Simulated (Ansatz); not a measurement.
C9H21B (`CC(C)B(C(C)C)C(C)C`) at its PBE0-D4/def2-TZVP geometry, where that method's forces vanish. Total charge 0; spin multiplicity 1.

```xyz
31

C     1.9459    1.3411    0.9734
C     0.9948    0.1669    1.2168
C     1.7877   -1.1252    1.4293
B     0.0006    0.0029   -0.0006
C     0.5638   -0.2990   -1.4461
C     0.0376   -1.6474   -1.9447
C     0.1702    0.8174   -2.4162
C    -1.5574    0.1378    0.2277
C    -2.0455   -0.9263    1.2136
C    -1.8960    1.5382    0.7450
H     1.4086    2.2876    0.8660
H     2.5389    1.1921    0.0664
H     2.6462    1.4535    1.8074
H     0.4409    0.3731    2.1410
H     2.4887   -1.0183    2.2635
H     2.3727   -1.3840    0.5420
H     1.1354   -1.9735    1.6552
H     1.6592   -0.3549   -1.4289
H     0.3456   -2.4723   -1.2960
H     0.4119   -1.8628   -2.9507
H    -1.0552   -1.6546   -1.9938
H     0.5442    0.6073   -3.4235
H    -0.9167    0.9196   -2.4858
H     0.5751    1.7864   -2.1110
H    -2.0988   -0.0085   -0.7152
H    -3.1225   -0.8316    1.3863
H    -1.8596   -1.9398    0.8472
H    -1.5492   -0.8282    2.1835
H    -1.3924    1.7446    1.6938
H    -2.9725    1.6392    0.9172
H    -1.6021    2.3184    0.0372
```

(1) What forces (eV/Å) does PBE-D4/def2-TZVPP give on these atoms in Ansatz 0.2.0? (An estimate is asked.)

## Answers

(1) The calculation gave: 
```
C1  -0.009  0.041 -0.009
C2  -0.094 -0.010 -0.086
C3  -0.014 -0.039  0.006
B4   0.000  0.000  0.000
C5  -0.027  0.024  0.121
C6   0.002 -0.038  0.018
C7   0.007  0.042  0.002
C8   0.121 -0.015 -0.036
C9   0.004 -0.042 -0.002
C10  0.009  0.038 -0.017
H11 -0.092  0.192 -0.022
H12  0.123 -0.022 -0.178
H13  0.148  0.026  0.168
H14 -0.113  0.043  0.193
H15  0.148  0.017  0.169
H16  0.121 -0.058 -0.171
H17 -0.115 -0.174  0.045
H18  0.228 -0.012  0.002
H19  0.053 -0.171  0.118
H20  0.072 -0.048 -0.208
H21 -0.217 -0.009 -0.014
H22  0.072 -0.039 -0.210
H23 -0.215  0.026 -0.021
H24  0.073  0.195  0.048
H25 -0.114 -0.030 -0.195
H26 -0.221  0.016  0.041
H27  0.030 -0.203 -0.060
H28  0.093  0.013  0.197
H29  0.095  0.049  0.190
H30 -0.220  0.026  0.040
H31  0.052  0.162 -0.129
```
